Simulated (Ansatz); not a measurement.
Consider the redistribution: `[BH2][GaH][F]` + `C[Se][GaH2]` → `[F][GaH][GaH2]` + `B[Se]C`.

Calculated with Ansatz (gas phase, PBE0-D4/def2-TZVP geometries, no zero-point term in ΔE). CBS: MP2 limit from def2 TZ/QZ plus the TZ coupled-cluster correction, frozen cores. DFT in def2-TZVPP. HSE06 is defined as in plane-wave codes. For Ga, Se outer-core shells are correlated without core-valence functions, which leaves a few kJ/mol of doubt a bond. Scalar relativity is left out up to krypton.

`[BH2][GaH][F]`:

Z-matrix (Å, degrees):
```
B
Ga 1 2.080
H 1 1.196 2 121.5
H 1 1.196 2 121.5 3 180.0
F 2 1.771 1 113.0 3 -89.9
H 2 1.565 1 135.5 3 90.0
```

`C[Se][GaH2]`:

Z-matrix (Å, degrees):
```
C
Se 1 1.961
H 1 1.088 2 108.4
H 1 1.088 2 108.4 3 119.3
H 1 1.088 2 110.3 3 -120.4
Ga 2 2.306 1 100.1 3 120.4
H 6 1.560 2 117.1 1 -180.0
H 6 1.566 2 116.4 1 0.0
```

`[F][GaH][GaH2]`:

```xyz
6

F     2.237    0.748    0.501
Ga    0.497    1.048    0.335
Ga   -0.702   -0.998   -0.351
H     0.142    2.543    0.665
H    -1.268   -2.000    0.720
H    -0.908   -1.341   -1.871
```

`B[Se]C`:

Z-matrix (Å, degrees):
```
C
Se 1 1.951
H 1 1.088 2 108.8
H 1 1.088 2 108.8 3 -119.5
H 1 1.087 2 108.9 3 120.3
B 2 1.884 1 102.6 3 -120.5
H 6 1.192 2 116.3 1 180.0
H 6 1.193 2 120.5 1 0.0
```

| level | ΔE (kJ/mol) |
| --- | --- |
| PBE-D4 | -50.5 |
| HSE06-D4 | -44.9 |
| BLYP | -48.2 |
| r2SCAN0 | -41.6 |

Task: What does CCSD(T)/CBS give? (An estimate is asked.)

Result: Ansatz gave: -39.0 kJ/mol. The listed levels differ from it by -11.5, -5.9, -9.2, -2.6 kJ/mol.

Largest T1 diagnostic among the species: 0.014.

At CCSD(T), def2-SVP lies −3.8 kJ/mol from the extrapolated value and def2-TZVPP −2.2 kJ/mol. In def2-TZVPP, CCSD(T) changes the Hartree–Fock value by −15.0 kJ/mol (the triples alone add −2.6 kJ/mol) and MP2 by −14.3 kJ/mol. Leaving LDA and LC-ωPBE aside and taking each functional with its dispersion term where it has one, the values, not all of them listed here, spread over 13.8 kJ/mol, from PBE-D4 to BHLYP-D4.
